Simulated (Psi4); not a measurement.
CH6CdGeO, singlet, at the geometry of the source list (core potentials on Cd); B3LYP/def2-TZVPD in Psi4.

The Psi4 input:
```
memory 2 GB

molecule mol {
0 1
Cd    0.623700    0.056100   -0.140000
O    -0.142000   -0.480000   -1.882100
C    -1.511600   -0.733900   -2.012100
H    -2.132100    0.147600   -1.769600
H    -1.709600   -1.001300   -3.058200
H    -1.849400   -1.576300   -1.382100
Ge    1.513300    0.754500    2.090300
H     1.887500   -0.343900    3.053100
H     2.748100    1.613500    2.149300
H     0.572100    1.563500    2.951300
}

set {
  basis def2-tzvpd
  reference rks
}

energy('b3lyp')
print_variables()
```

The log (banner, timings and long lists left out):

```
   => Loading Basis Set <=

    Name: DEF2-TZVPD
    Role: ORBITAL
    Keyword: BASIS

    !!!  WARNING: ECP capability is in beta. Please check occupations closely.  !!!

         ---------------------------------------------------------
                                   SCF
               by Justin Turney, Rob Parrish, Andy Simmonett
                          and Daniel G. A. Smith
                              RKS Reference
         ---------------------------------------------------------

  ==> Geometry <==

    Molecular point group: c1
    Full point group: C1

    Geometry (in Angstrom), charge = 0, multiplicity = 1:

       Center              X                  Y                   Z               Mass
    ------------   -----------------  -----------------  -----------------  -----------------
         CD          -0.106508724798    -0.151616901087    -0.528886038052   113.903365090000
         O           -0.872208724798    -0.687716901087    -2.270986038052    15.994914619570
         C           -2.241808724798    -0.941616901087    -2.400986038052    12.000000000000
         H           -2.862308724798    -0.060116901087    -2.158486038052     1.007825032230
         H           -2.439808724798    -1.209016901087    -3.447086038052     1.007825032230
         H           -2.579608724798    -1.784016901087    -1.770986038052     1.007825032230
         GE           0.783091275202     0.546783098913     1.701413961948    73.921177761000
         H            1.157291275202    -0.551616901087     2.664213961948     1.007825032230
         H            2.017891275202     1.405783098913     1.760413961948     1.007825032230
         H           -0.158108724798     1.355783098913     2.562413961947     1.007825032230

  Running in c1 symmetry.

  Rotational constants: A =      0.66333  B =      0.02761  C =      0.02688 [cm^-1]
  Rotational constants: A =  19886.21605  B =    827.86587  C =    805.75407 [MHz]
  Nuclear repulsion =  349.572687974119560

  Charge       = 0
  Multiplicity = 1
  Electrons    = 72
  Nalpha       = 36
  Nbeta        = 36

  ==> Algorithm <==

  SCF Algorithm Type is DF.
  DIIS enabled.
  MOM disabled.
  Fractional occupation disabled.
  Guess Type is SAD.
  Energy threshold   = 1.00e-06
  Density threshold  = 1.00e-06
  Integral threshold = 1.00e-12

  ==> Primary Basis <==

  Basis Set: DEF2-TZVPD
    Blend: DEF2-TZVPD
    Number of shells: 89
    Number of basis functions: 225
    Number of Cartesian functions: 251
[...]
   @DF-RKS iter   6: -2361.85037260597164   -7.28317e-02   6.16791e-04 ADIIS/DIIS
   @DF-RKS iter   7: -2361.85593857309777   -5.56597e-03   1.87125e-04 ADIIS/DIIS
   @DF-RKS iter   8: -2361.85643483133663   -4.96258e-04   7.10355e-05 DIIS
   @DF-RKS iter   9: -2361.85649884930353   -6.40180e-05   1.02810e-05 DIIS
   @DF-RKS iter  10: -2361.85650092728156   -2.07798e-06   2.41643e-06 DIIS
   @DF-RKS iter  11: -2361.85650109096196   -1.63680e-07   5.31173e-07 DIIS
  Energy and wave function converged.

  ==> Post-Iterations <==

   Electrons on quadrature grid:
      Ntotal   =   71.9999963384 ; deviation = -3.662e-06

    Orbital Energies [Eh]
    ---------------------

    Doubly Occupied:

[...]
    Virtual:

[...]
    Final Occupation by Irrep:
              A
    DOCC [    36 ]
    NA   [    36 ]
    NB   [    36 ]

  @DF-RKS Final Energy: -2361.85650109096196

   => Energetics <=

    Nuclear Repulsion Energy =            349.5726879741195603
    One-Electron Energy =               -4047.7716610072334333
    Two-Electron Energy =                1425.7488864459080560
    DFT Exchange-Correlation Energy =     -89.4064145037558404
    Empirical Dispersion Energy =           0.0000000000000000
    VV10 Nonlocal Energy =                  0.0000000000000000
    Total Energy =                      -2361.8565010909619559

Computation Completed

Properties will be evaluated at   0.000000,   0.000000,   0.000000 [a0]

Properties computed using the SCF density matrix

 Multipole Moments:

 ------------------------------------------------------------------------------------
     Multipole            Electronic (a.u.)      Nuclear  (a.u.)        Total (a.u.)
 ------------------------------------------------------------------------------------

 L = 1.  Multiply by 2.5417464519 to convert [e a0] to [Debye]
 Dipole X            :          4.3814946           -4.4681217           -0.0866271
 Dipole Y            :         -4.6051252            4.6677806            0.0626555
 Dipole Z            :        -20.2495640           20.6059616            0.3563975
 Magnitude           :                                                    0.3720876

 ------------------------------------------------------------------------------------

  Variable Map:
  ----------------------------------------------------------------------------
[...]
  Array Variable Map:
  ----------------------------------------------------------------------------
[...]
[...]
```
